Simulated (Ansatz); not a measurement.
Reaction (redistribution): `C[SiH2][NH][AlH2]` + `O[SiH2][SiH2]CCl` → `C[SiH](Cl)[NH][AlH2]` + `C[SiH2][SiH2]O`

Program: Ansatz. Geometries: PBE0-D4/def2-TZVP. ΔE: electronic, gas phase. CCSD(T)/CBS is the MP2 limit (def2-TZVPP, def2-QZVPP) plus CCSD(T) − MP2 in def2-TZVPP, frozen cores. DFT in def2-TZVPP. One conformer a species, not always the lowest.

```tsv
level	ΔE (kJ/mol)
ωB97M-V	-194.7
HF/CBS(def2)	-196.6
```

Question: What does CCSD(T)/CBS give? (Estimate.)

Answer: The calculation gave: -193.0 kJ/mol. The listed levels differ from it by -1.7, -3.6 kJ/mol.

Largest T1 diagnostic among the species: 0.012.

From PBE to PBE0 (25 % exact exchange), in def2-TZVPP and without D4, ΔE moves by −5.4 kJ/mol.
